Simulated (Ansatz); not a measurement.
One change: `[O]=[W]([F])([Cl])([Cl])[Cl]` becomes `[O]=[W]([F])([F])([Cl])[Cl]`.

Ansatz, PBE0-D4/def2-TZVP geometries, multiplicity 1. 

Elements past krypton have def2 core potentials.

| property | `[O]=[W]([F])([Cl])([Cl])[Cl]` |
| --- | --- |
| HOMO energy (ωB97M-V/def2-TZVPP) / eV | -11.48 |
| LUMO energy (ωB97M-V/def2-TZVPP) / eV | -2.67 |
| HOMO energy (PBE/def2-TZVPP) / eV | -7.92 |
| ideal-gas entropy at 298 K and 1 bar (rigid rotor, harmonic PBE0-D4/def2-TZVP) / J/(mol·K) | 389 |
| LUMO energy (PBE0/def2-TZVPP) / eV | -4.72 |
| LUMO energy (PBE/def2-TZVPP) / eV | -5.30 |

What does the change do to each property? (Best estimate.)

The calculation gave: 
```
                                                                                  property  `[O]=[W]([F])([F])([Cl])[Cl]`  shift
                                                     HOMO energy (ωB97M-V/def2-TZVPP) / eV                         -11.79  -0.31
                                                     LUMO energy (ωB97M-V/def2-TZVPP) / eV                          -2.39   0.28
                                                         HOMO energy (PBE/def2-TZVPP) / eV                          -8.19  -0.27
ideal-gas entropy at 298 K and 1 bar (rigid rotor, harmonic PBE0-D4/def2-TZVP) / J/(mol·K)                            377    -12
                                                        LUMO energy (PBE0/def2-TZVPP) / eV                          -4.52   0.20
                                                         LUMO energy (PBE/def2-TZVPP) / eV                          -5.13   0.17
```

With PBE0 the HOMO falls by 0.30 eV and the LUMO rises by 0.20 eV, so the gap widens by about 0.50 eV. PBE moves the HOMO by -0.27 eV and ωB97M-V by -0.31 eV. Modes under 60 cm⁻¹, often nearly free rotors, make the harmonic entropy too high.
